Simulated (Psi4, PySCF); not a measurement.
H₄MgOSi (SMILES [OH][Mg][SiH3]), singlet, geometry from GFN2-xTB (such geometries of metal compounds can be far from the true shape). Base run: PBE0/6-31G, TDDFT run with PySCF.

Here is a job for PySCF.
```python
from pyscf import gto, scf, dft, tdscf

mol = gto.M(
    atom='''
Mg   -0.132844    0.602074   -0.343822
O    -0.451432    2.045976   -1.168379
H    -0.630220    2.856275   -1.631110
Si    0.324742   -1.471791    0.840484
H     0.351457   -2.635281   -0.060898
H    -0.687529   -1.762470    1.868941
H     1.625492   -1.446140    1.529180
''',
    basis='6-31g',
    charge=0,
    spin=0,
    verbose=4,
)

mf = dft.RKS(mol)
mf.xc = 'pbe0'
mf.kernel()
td = mf.TDDFT()
td.nstates = 5
td.kernel()
td.analyze()
```

Programs used: Psi4, PySCF; a row that names a program was run with it.

The base run was repeated with changes; each row names its change, and settings that it needs were set with it.

| change | first excitation (eV) | oscillator strength of the first | second (eV) |
|---|---|---|---|
| base | 5.86 | 0.018 | 5.86 |
| functional = wb97x | (withheld) | (withheld) | (withheld) |
| functional = blyp | 4.97 | 0.033 | 4.97 |
| states = triplets; response = Tamm-Dancoff | 5.00 | - | 5.35 |
| functional = lc_wpbe | 6.47 | 0.001 | 6.47 |
| guess vectors = 13 for 5 states | 5.86 | 0.018 | 5.86 |
| code = psi4 | 5.86 | 0.018 | 5.86 |
| functional = b3lyp | (withheld) | (withheld) | (withheld) |
| functional = hf | (withheld) | (withheld) | (withheld) |
| response = Tamm-Dancoff | 5.86 | 0.019 | 5.86 |
| basis = 6-31G* | 5.86 | 0.004 | 5.86 |

Problem. Fill in the missing entries.

Solution. 
- functional = wb97x, first excitation (eV): 6.26
- functional = wb97x, oscillator strength of the first: 0.010
- functional = wb97x, second (eV): 6.26
- functional = b3lyp, first excitation (eV): 5.63
- functional = b3lyp, oscillator strength of the first: 0.021
- functional = b3lyp, second (eV): 5.63
- functional = hf, first excitation (eV): 6.54
- functional = hf, oscillator strength of the first: 0.405
- functional = hf, second (eV): 6.72

An iterative solver can miss low states, so a row lists the states that it found.
